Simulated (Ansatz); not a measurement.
Mg₃N₂⁺, relaxed as a doublet with UKS PBE-D4/def2-SVP in Ansatz, starting from the GFN1-xTB geometry. Force threshold 0.02 eV/Å.

Another isomer (doublet) lies 1.86 eV lower at PBE0-D4/def2-TZVP; other spin states weren't run for this one.

Start:

```xyz
5

Mg   -0.8725    0.0003    1.3120
Mg    0.7610    1.3062   -0.4416
Mg    0.1108   -1.3063   -0.8705
N     1.0922   -0.3912    0.7309
N    -1.0916    0.3910   -0.7308
```

(1) Estimate the energy that the relaxation releases and the steps that it takes.

(2) Does the start keep its bonding and symmetry?

(3) Predict the relaxed structure.

Results:

(1) 0.1 kcal/mol, in 3 steps; 7 s on 4 threads of Arm Neoverse V2 on a shared host. No frequencies were taken in this run, so the end may be a saddle point.

(2) By distances, no bond broke or formed. The bond that changes most is Mg1–N5, from 2.09 to 2.08 Å (atoms count from 1). Point group D3h at the start, D3h at the end, both within 0.05 Å.

(3) 
```xyz
5

Mg   -0.8701    0.0016    1.3054
Mg    0.7585    1.3013   -0.4386
Mg    0.1115   -1.3028   -0.8668
N     1.0847   -0.3885    0.7238
N    -1.0847    0.3884   -0.7239
```
Bond lengths (bridged metal pairs left out): 6 × Mg–N 2.08 Å.
